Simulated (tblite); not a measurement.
A structure optimised at GFN2-xTB (Å):
```
atom  x, y, z in Å
C1    -2.5507    0.5327    0.9530
O2    -2.1926   -0.5829    0.1656
C3    -1.7294   -0.2562   -1.0945
S4    -0.0051    0.3624   -1.0560
Si5    0.6190   -1.0565    0.4355
S6     2.7469   -1.2315    0.4820
Si7    3.5732    0.6039   -0.3015
H8    -2.8375    0.1426    1.9266
H9    -1.7090    1.2236    1.0648
H10   -3.3938    1.0674    0.5038
H11   -2.3294    0.5190   -1.5822
H12   -1.7381   -1.1691   -1.6905
H13    0.1212   -2.3644    0.0562
H14    0.1796   -0.5834    1.7402
H15    3.0640    0.7924   -1.6499
H16    4.9968    0.3215   -0.2498
H17    3.1778    1.6903    0.5856
```

Charge 0, singlet.

Question: Which heavy atoms are bonded, and with what formal order?

Answer: C1–O2 1.41 Å (single); O2–C3 1.38 Å (single); C3–S4 1.83 Å (single); S4–Si5 2.15 Å (single); Si5–S6 2.14 Å (single); S6–Si7 2.16 Å (single). Bonds to hydrogen (Å): C1–H8 1.09; C1–H9 1.09; C1–H10 1.09; C3–H11 1.09; C3–H12 1.09; Si5–H13 1.45; Si5–H14 1.46; Si7–H15 1.45; Si7–H16 1.45; Si7–H17 1.46.

Question: Write the SMILES.

Answer: `COCS[SiH2]S[SiH3]`, C2H10OS2Si2. Among its features: ether and Si–H bond.

Question: What is the point group of this geometry?

Answer: C1 (no symmetry element, even within 0.4 Å).

Question: Describe the place of each heavy atom.

Answer: C1: methoxy carbon; O2: ether oxygen; C3: sp3 carbon bound to oxygen; S4: sulfur bonded to C and Si; Si5: SiH2 silicon; S6: sulfur bonded to 2 Si; Si7: SiH3 silicon.

Question: What is the arrangement about C3?

Answer: It has 4 neighbours (O2, S4, H11, H12) and is tetrahedral (angles from 106.6° to 112.9°).

Question: What is the arrangement about Si5?

Answer: It has 4 neighbours (S4, S6, H13, H14) and is distorted tetrahedral (angles from 105.9° to 115.1°).

These are computed values.
